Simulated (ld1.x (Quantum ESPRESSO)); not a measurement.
What one change does to a pseudopotential (Ge (Z = 32), TM)

ld1.x (Quantum ESPRESSO) 7.5 input, shortened:

```
&input
   title='Ge', zed=32., rel=2, dft='PBE', iswitch=3,
   config='[Ar] 3d10 4s2 4p2 4d-2', rel_dist='average'
 /
 &inputp
   pseudotype=2, tm=.true., lloc=-1, rcloc=1.70,
   nlcc=.false.
 /
3
4S  1  0   2.00   0.00  1.60  1.60  0.0
4P  2  1   2.00   0.00  2.00  2.00  0.0
4D  3  2  -2.00   0.15  1.60  1.60  0.0
 &test
   configts(1)='4s2 4p2'
 /
```

Open shells are filled in proportion to 2j + 1 (rel_dist='average').

All-electron outer shells of the reference configuration (PBE, scalar-relativistic, ld1.x):

```tsv
shell	level (eV)	outermost node (bohr)	outermost maximum (bohr)
3p	-115.62	0.23	0.54
3d	-29.31	–	0.50
4s	-11.73	0.77	1.75
4p	-3.90	0.82	2.22
```

Change: all radii scaled by about 0.77 (s 1.24, p 1.54, d 1.24 bohr); local potential all-electron potential smoothed inside 1.32 bohr (lloc = -1).

Cutoffs: the cutoffs (Ry, on a coarse ladder) from which the occupation-weighted sum of valence levels, in a spherical-Bessel basis at the reference potential, stays within 10 and 1 mRy of its value at 400 Ry; they do not see the model core or the augmentation charge, which bear on the density cutoff. Errors are all-electron minus pseudo energies relative to the spin-unpolarised reference configuration.

Q: What does the change do?

A: The potential gets harder (18 Ry and 40 Ry → 50 Ry and 160 Ry); the bound ghosts move from d to s; the number of tests that count goes from 7 to 6; of the 6 tests that both files solve, the error grows in 6 and shrinks in 0 by more than 15 % and 0.3 meV (median size 6.1 → 161.4 meV). A smaller radius makes the pseudo-wave follow the all-electron one further in, where it bends more sharply, so more plane waves are needed. That the errors move this way runs against the usual rule that smaller radii transfer better.

| quantity | base | changed |
| --- | --- | --- |
| cutoff, loose | 18 Ry | 50 Ry |
| cutoff, tight | 40 Ry | 160 Ry |
| loose cutoff by channel (10 mRy a level) | s 15 Ry, p 6 Ry | s 40 Ry, p 6 Ry |
| bound ghosts | d3/2, d5/2 | s |
| tests counted (converged, no solver errors) | 7 of 7 | 6 of 7 |
| error for 4s2 4p1, meV [ΔE 7.45 eV] | -0.5 | +96 |
| error for 4s2 4p0, meV [ΔE 22.89 eV] | +3.4 | +475 |
| error for 4s1 4p0, meV [ΔE 57.68 eV] | +104 | +1782 |
| error for 4s2 4p1.5, meV [ΔE 2.80 eV] | 0.0 | +25 |
| error for 4s0 4p4, meV [ΔE 16.19 eV] | +47 | +129 |
| error for 4s1 4p2, meV [ΔE 16.16 eV] | +8.8 | +194 |

Changed file: Tests not counted: 4s2 4p2.3 (pseudo-atom not self-consistent, printed error +603 meV). A true bound ghost makes a file unfit for plane-wave use even where its test errors are small: the radial tests pick states by their node count and pass the ghost by.
